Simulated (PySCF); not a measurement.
Nb(F)4(Me) (CH₃F₄Nb), SMILES [CH3][Nb]([F])([F])([F])[F], multiplicity 1.

Geometry optimised at PBE-D3(BJ)/def2-SVP. The multiplicity is an assumed one; no other spin state was optimised. The structure was generated by enumeration; whether it is a known compound was not checked. The def2 effective core potentials stand for the cores of Nb; spin–orbit coupling is left out.

Level of theory: PBE-D3(BJ)/def2-SVP in PySCF.

Frequencies are harmonic and unscaled.

Computed normal modes with their intensities:
```json
[
 {"mode": "1", "ν (cm⁻¹)": "39", "IR (km/mol)": "0.3", "moving atoms (share of kinetic energy)": "H 94 %"},
 {"mode": "2", "ν (cm⁻¹)": "90", "IR (km/mol)": "6.6", "moving atoms (share of kinetic energy)": "F 97 %"},
 {"mode": "3", "ν (cm⁻¹)": "117", "IR (km/mol)": "7.2", "moving atoms (share of kinetic energy)": "F 66 %, C 21 %, H 12 %"},
 {"mode": "4", "ν (cm⁻¹)": "191", "IR (km/mol)": "7.5", "moving atoms (share of kinetic energy)": "F 54 %, Nb 21 %, H 13 %, C 12 %"},
 {"mode": "5", "ν (cm⁻¹)": "199", "IR (km/mol)": "18.5", "moving atoms (share of kinetic energy)": "F 68 %, Nb 26 %"},
 {"mode": "6", "ν (cm⁻¹)": "222", "IR (km/mol)": "9.9", "moving atoms (share of kinetic energy)": "F 61 %, Nb 19 %, C 11 %, H 9 %"},
 {"mode": "7", "ν (cm⁻¹)": "250", "IR (km/mol)": "2.3", "moving atoms (share of kinetic energy)": "F 63 %, C 22 %, H 16 %"},
 {"mode": "8", "ν (cm⁻¹)": "264", "IR (km/mol)": "0.9", "moving atoms (share of kinetic energy)": "F 93 %"},
 {"mode": "9", "ν (cm⁻¹)": "526", "IR (km/mol)": "29.2", "moving atoms (share of kinetic energy)": "C 56 %, H 28 %, Nb 10 %"},
 {"mode": "10", "ν (cm⁻¹)": "572", "IR (km/mol)": "1.6", "moving atoms (share of kinetic energy)": "H 64 %, C 23 %, F 12 %"},
 {"mode": "11", "ν (cm⁻¹)": "641", "IR (km/mol)": "20.0", "moving atoms (share of kinetic energy)": "H 65 %, F 18 %, C 14 %"},
 {"mode": "12", "ν (cm⁻¹)": "642", "IR (km/mol)": "19.5", "moving atoms (share of kinetic energy)": "F 87 %"},
 {"mode": "13", "ν (cm⁻¹)": "691", "IR (km/mol)": "56.4", "moving atoms (share of kinetic energy)": "F 94 %"},
 {"mode": "14", "ν (cm⁻¹)": "709", "IR (km/mol)": "233.5", "moving atoms (share of kinetic energy)": "F 54 %, Nb 27 %, H 16 %"},
 {"mode": "15", "ν (cm⁻¹)": "736", "IR (km/mol)": "183.5", "moving atoms (share of kinetic energy)": "F 67 %, Nb 27 %"},
 {"mode": "16", "ν (cm⁻¹)": "1131", "IR (km/mol)": "5.0", "moving atoms (share of kinetic energy)": "H 79 %, C 21 %"},
 {"mode": "17", "ν (cm⁻¹)": "1341", "IR (km/mol)": "9.9", "moving atoms (share of kinetic energy)": "H 95 %"},
 {"mode": "18", "ν (cm⁻¹)": "1342", "IR (km/mol)": "11.1", "moving atoms (share of kinetic energy)": "H 94 %"},
 {"mode": "19", "ν (cm⁻¹)": "2959", "IR (km/mol)": "4.7", "moving atoms (share of kinetic energy)": "H 97 %"},
 {"mode": "20", "ν (cm⁻¹)": "3068", "IR (km/mol)": "0.0", "moving atoms (share of kinetic energy)": "H 91 %, C 9 %"},
 {"mode": "21", "ν (cm⁻¹)": "3107", "IR (km/mol)": "0.0", "moving atoms (share of kinetic energy)": "H 90 %, C 10 %"}
]
```
